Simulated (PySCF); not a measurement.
NMR data simulated for an unnamed compound:

¹H NMR (600 MHz, computed): δ 6.90 (m, 1H), 5.87 (m, 1H), 4.47 (m, 2H), 3.53 (s, 3H), 3.29 (t, 2H), 2.12 (m, 2H), 1.05 (t, 3H).

¹³C{¹H} NMR (computed): δ 163.3 (CH), 125.3 (CH), 65.8 (CH3), 64.6 (CH2), 34.1 (CH2), 16.5 (CH3).

Non-relativistic, equivalent nuclei averaged, one conformer, no solvent model. NMR shieldings at PBE0/pcSseg-1/GIAO; GFN2-xTB structure; PySCF 2.14.0 with density-fitted response routines.

δ = σ(ref) − σ, references computed at the same level: ¹H, ¹³C against TMS.

Task: Which of these does the molecule contain: an amide, a three-membered ring, a methoxy group, a non-aromatic C=C double bond, an S-methyl group, a CH3CH2 unit?

Result: 
- An amide: no.
- A three-membered ring: no.
- A methoxy group: yes (δC 65.8; δH 3.53 (s)).
- A non-aromatic C=C double bond: yes.
- An S-methyl group: no.
- A CH3CH2 unit: yes (δC 16.5, 34.1; δH 1.05 (t), 2.12 (m)).

The data belong to `InChI=1S/C6H14OSi/c1-3-4-5-8-6-7-2/h4-5H,3,6,8H2,1-2H3/b5-4-`; they needn't prove each group on their own.

Carbon signals by region: 1 in the far downfield region (above 160 ppm), 1 in the sp2 and nitrile region (100–160 ppm), 2 at 50–100 ppm, 2 below 50 ppm. Above 160 ppm: 163.3, alkene CH.

Shifts are as computed. Against solution values, carbons near 30 ppm lie about +3 ppm off and those near 130 ppm about +5 ppm. Of 1309 compounds with measured shifts, 239 miss one by over three times the rms of a fit or turn the order of signals round; such compounds aren't used in these exercises. Multiplicities follow the n + 1 count of equivalent neighbours, as no J values were calculated; m marks all less simple cases, F and P coupling included.
